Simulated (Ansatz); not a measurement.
`B[SiH2]N` + `N[SiH2]F` → `B[SiH2]N[SiH2]F` + NH₃  (ligand exchange at the Si–N bond)

Computed with Ansatz on PBE0-D4/def2-TZVP structures; ΔE is electronic, products minus reactants. CCSD(T)/CBS is the MP2 limit (def2-TZVPP, def2-QZVPP) plus CCSD(T) − MP2 in def2-TZVPP, frozen cores. This one scheme is used for every species. Functionals use def2-TZVPP. B3LYP here is the variant with VWN-RPA as its local correlation; programs differ in this. Each species was taken in one conformer, which may not be the lowest.

CCSD(T)/CBS gives -1.4 kcal/mol.

**Question.** Another level gave -1.7 kcal/mol. Which?
A. CAM-B3LYP/def2-TZVPP
B. B3LYP/def2-TZVPP
C. PBE0-D4/def2-TZVPP
D. PBE0/def2-TZVPP

**Answer.** C. PBE0-D4 -1.7, B3LYP 1.9, PBE0 -0.2, CAM-B3LYP 0.9 kcal/mol.

Largest T1 diagnostic among the species: 0.012.

At CCSD(T), def2-SVP lies −2.8 kcal/mol from the extrapolated value and def2-TZVPP −0.2 kcal/mol. In def2-TZVPP, CCSD(T) changes the Hartree–Fock value by −6.5 kcal/mol (the triples alone add −1.1 kcal/mol) and MP2 by −6.7 kcal/mol. The D4 term adds −2.8 kcal/mol with B3LYP and −1.5 kcal/mol with PBE0; it sums over pairs of atoms, weighted by their polarisabilities, and B3LYP, whose exchange is more repulsive, gets the larger term.
